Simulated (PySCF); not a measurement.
Species: C₃H₈Si.
InChI=1S/C3H8Si/c1-2-4-3-1/h1-4H2

The closed-shell ground state was solved at several levels (PySCF, density fitting, gas phase, non-relativistic). Geometry: PBE0-D3(BJ)/def2-SVP; no solvent, vibrations or thermal averaging.

```json
{"level": "wB97X-D/def2-SVPD", "basis functions": "148", "HOMO (eV)": "-9.72", "LUMO (eV)": "2.07", "gap (eV)": "11.79", "dipole (D)": "0.45"}
{"level": "PBE0/pcSseg-1", "basis functions": "115", "HOMO (eV)": "-7.90", "LUMO (eV)": "0.60", "gap (eV)": "8.50", "dipole (D)": "0.39"}
```

(1) What might B3LYP/pcSseg-2 (263 basis functions) give for the same quantities?

(2) Over all these levels, which gives the widest orbital gap and which the narrowest?

(3) How far do the dipole and the HOMO energy spread over the levels?

Results:

(1) HOMO -7.65 eV, LUMO 0.01 eV, gap 7.66 eV, dipole 0.46 D.

(2) wB97X-D/def2-SVPD (range-separated hybrid) has the widest, 11.79 eV, and B3LYP/pcSseg-2 (global hybrid, 20 % exact exchange) the narrowest, 7.66 eV. Functional and basis both differ between the two, so the spread mixes both effects.

(3) The dipole runs from 0.39 to 0.46 D (mean 0.44 D) and the HOMO from -9.72 to -7.65 eV.
